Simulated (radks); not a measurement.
Coulomb parameter of the 3d shell of neutral chromium in the model configuration [Ar] 3d4 4s1 4p1, as a second difference U = [E(n + 0.25) + E(n - 0.25) - 2 E(n)] / (0.25)^2 with all orbitals relaxed. "Bare": the charge of the atom changes with n. "Screened": the 4p shell takes up the change at fixed total charge, which measures U(3d,3d) + U(4p,4p) - 2 U(3d,4p). Method: scalar-relativistic Kohn-Sham, r2SCAN, spin-unpolarised, spherical densities, finite nucleus; meta-GGA in the generalised Kohn-Sham scheme; Fermi nuclear charge, rms radius 3.6452 fm; computed with a radial shooting solver on a logarithmic mesh with Libxc functionals.

case                     configuration  E - E(n) (eV)
start                 [Ar] 3d4 4s1 4p1          0.000
bare +0.25         [Ar] 3d4.25 4s1 4p1         -1.534
bare -0.25         [Ar] 3d3.75 4s1 4p1          2.195
screened +0.25  [Ar] 3d4.25 4s1 4p0.75         -1.210
screened -0.25  [Ar] 3d3.75 4s1 4p1.25          1.463

U(bare) = 10.574 eV, U(screened by 4p) = 4.039 eV, against the Slater integral F0(3d,3d) = 19.741 eV with frozen orbitals. The step up makes a negative ion, whose loosely bound charge lowers the bare value.
